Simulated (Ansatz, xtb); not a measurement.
FH5OSi2+: where a starting geometry ends

The starting geometry of this gas-phase doublet has its atoms placed at random.

```xyz
9

F     0.6559    0.8969    0.7394
O    -0.8746    0.8858    1.6421
Si   -0.6322   -0.1422   -0.8616
Si    1.5958   -0.5508   -0.1533
H     1.5305   -0.6759    1.0771
H     1.9122    0.3614   -1.4180
H    -0.2503    0.0874    0.6637
H    -0.9824    0.6513   -1.8292
H     0.7592   -0.6327   -1.1125
```

Guess where an optimisation with r2SCAN-D4/def2-SVP ends from this start.

It ends as a structure with F1 bridging Si4 and Si3, given below by its coordinates. Distances that change by over a tenth: Si3–H8 (1.30 → 1.49 Å), Si4–H5 (1.24 → 1.48 Å), Si4–H9 (1.28 → 1.47 Å). Contacts that open: Si3–Si4 (2.37 → 3.41 Å), Si3–H7 (1.59 → 2.34 Å), Si3–H9 (1.50 → 4.35 Å). Contacts that close: F1–Si3 (2.30 → 1.83 Å), F1–Si4 (1.94 → 1.79 Å), O2–Si3 (2.72 → 1.62 Å), O2–H7 (1.41 → 0.97 Å).

The energy falls by 16.05 eV over 49 steps:

```csv
step,E − E(last) (eV)
1,16.046
6,5.096
12,0.855
17,0.070
22,0.017
28,0.010
33,0.007
38,0.004
44,0.001
49,0.000
```

Final geometry (Å):

```yaml
atoms:
  - { symbol: F, position_ang: [0.1179, -0.5055, -0.8316] }
  - { symbol: O, position_ang: [-0.7686, 1.0689, 1.0586] }
  - { symbol: Si, position_ang: [-1.4093, 0.3101, -0.2272] }
  - { symbol: Si, position_ang: [1.8800, -0.5339, -0.5036] }
  - { symbol: H, position_ang: [1.9233, -1.0796, 0.8671] }
  - { symbol: H, position_ang: [2.2317, 0.8931, -0.6385] }
  - { symbol: H, position_ang: [-0.9914, 0.9396, 1.9921] }
  - { symbol: H, position_ang: [-1.6048, 1.2202, -1.3898] }
  - { symbol: H, position_ang: [2.3353, -1.4315, -1.5796] }
```

From the same start GFN2-xTB ends elsewhere, in pieces: FH3Si + H2OSi.

From so rough a start the end depends on the optimiser's path, so another program may land elsewhere. The end wasn't checked by frequencies. Open shells are spin-unrestricted. Run with Ansatz 0.2.0, 4.4 min on 1 thread of Intel(R) Xeon(R) 6975P-C (Granite Rapids), with other jobs on the host.
